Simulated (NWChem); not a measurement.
Si2NH4OCl; SMILES Cl[Si@H]1N[SiH2]O1

```xyz
9

Cl     0.0296    -2.1632     0.3792
Si    -0.0539    -0.3935    -0.6700
N     -1.2075     0.7597    -0.0881
Si     0.0942     1.8432     0.3587
O      1.1725     0.6794    -0.2507
H     -0.0742    -0.7673    -2.1015
H     -2.2102     0.7539     0.0375
H      0.1614     3.1286    -0.3907
H      0.2693     2.1073     1.8144
```
Atoms are numbered in this order, from 1.

Level: PBE0/def2-SVP (NWChem), optimised geometry, unscaled harmonic frequencies. 

List the harmonic frequencies with IR intensities, and the thermochemistry.


| frequency (cm⁻¹) | IR intensity (km/mol) |
|---|---|
| 119 | 1.2 |
| 185 | 8.4 |
| 308 | 19.3 |
| 404 | 95.5 |
| 510 | 32.3 |
| 599 | 2.1 |
| 609 | 45.1 |
| 665 | 0.8 |
| 702 | 94.4 |
| 727 | 1.4 |
| 795 | 45.5 |
| 850 | 286.8 |
| 866 | 108.1 |
| 911 | 108.6 |
| 980 | 302.1 |
| 1018 | 60.1 |
| 1037 | 320.3 |
| 2255 | 157.7 |
| 2258 | 145.6 |
| 2306 | 108.2 |
| 3708 | 68.1 |

```json
{
  "zero_point_energy": "31.2 kcal/mol",
  "thermal correction to the enthalpy at 298.15 K (with zero-point energy)": "35.6 kcal/mol",
  "heat capacity Cv": "22.0 cal/(mol K)",
  "entropy at 298.15 K and 1 atm (symmetry number 1)": "78.9 cal/(mol K)",
  "dipole_moment": "2.64 D"
}
```

Rigid rotor and harmonic oscillator.
